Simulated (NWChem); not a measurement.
# GeH3OBr; SMILES [OH][GeH2][Br]

```xyz
6

Ge    -0.3658    -0.9201    -0.0002
O      1.1588    -1.8500    -0.0603
Br     0.0850     1.3825    -0.0066
H     -1.0991    -1.2755    -1.3024
H     -1.1522    -1.1903     1.3036
H      1.7110    -1.6774     0.7191
```
Atoms are numbered in this order, from 1.

Program: NWChem. Pople sets run with spherical d functions. All runs use the structure optimised with B3LYP/6-31G* (spherical d).

Task: Taking PBE/6-311G** as the yardstick, which of these has the fewest basis functions while keeping “dipole (D)” within 0.05 D of it: PBE/STO-3G; PBE/6-31G*; PBE/3-21G?

Result: none of them.
```tsv
level	basis functions	dipole (D)	relative time (rough)
PBE/STO-3G	44	1.89	1
PBE/3-21G	59	2.03	1
PBE/6-31G*	84	1.86	5
PBE/6-311G**	124	1.74	6
```

The yardstick is one finite set, not the basis-set limit.
